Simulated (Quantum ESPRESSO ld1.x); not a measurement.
Results of a calculation; reference values are marked as such.
Q: The mean radii <r> (bohr) of the occupied orbitals of an atom or ion are listed with their occupations. Code: ld1.x of Quantum ESPRESSO 7.5. Model: Dirac Kohn-Sham, PW91, spin-unpolarised, spherical densities, point nucleus.

| orbital | occ. | <r> |
|---|---|---|
| 1s1/2 | 2 | 0.04819 |

Name the element and its charge. Open shells, if any, fill j = l - 1/2 first.

A: Z = 31, gallium, charge +29: Ga29+ in [He]. The 1s radius gives Z: for a bare nucleus <r> = (2 gamma + 1)/(2Z) with gamma = sqrt(1 - (Z/c)^2), 0.04755 bohr for Z = 31, and screening makes it slightly larger (0.04819 here). The occupations add up to 2, and the charge is Z minus that.
